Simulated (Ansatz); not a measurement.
Stepwise reaction of `F[SiH]([SiH3])[SiH3]` with methanol, as a gas-phase model of exchange steps in deposition or etching. ΔE in kJ/mol.

Isolated molecules relaxed with PBE0-D4/def2-TZVP in Ansatz; ΔE leaves out vibrations. CBS: MP2 limit from def2 TZ/QZ plus the TZ coupled-cluster correction, frozen cores. This one scheme is used for every species. DFT in def2-TZVPP. B3LYP here is the variant with VWN-RPA as its local correlation; programs differ in this. One conformer a species, not always the lowest.

| step | reaction | PBE-D4 | B3LYP-D4 | ωB97M-V | CCSD(T)/CBS |
| --- | --- | --- | --- | --- | --- |
| 2 | `CO[SiH](F)[SiH3]` + CH₃OH → `CO[SiH](F)OC` + SiH₄ | -108.6 | -132.4 | -137.5 | -133.0 |

Task: Give the row of step 1, `F[SiH]([SiH3])[SiH3]` + CH₃OH → `CO[SiH](F)[SiH3]` + SiH₄. (Estimate.)

Result: Computed: 
| step | reaction | PBE-D4 | B3LYP-D4 | ωB97M-V | CCSD(T)/CBS |
| --- | --- | --- | --- | --- | --- |
| 1 | `F[SiH]([SiH3])[SiH3]` + CH₃OH → `CO[SiH](F)[SiH3]` + SiH₄ | -92.5 | -115.8 | -119.9 | -115.3 |

Task: By hand: ΔE of the 2 steps together at CCSD(T)/CBS.

Result: (-115.3) + (-133.0) = -248.3 kJ/mol, or -124.2 kJ/mol a step.

In ΔE each step is lower than the one before. All are downhill at CCSD(T)/CBS. PBE-D4 differs from CCSD(T)/CBS by 22.8 to 24.4 kJ/mol a step. Isolated molecules leave out the surface, adducts and barriers. Largest T1 diagnostic: 0.013.
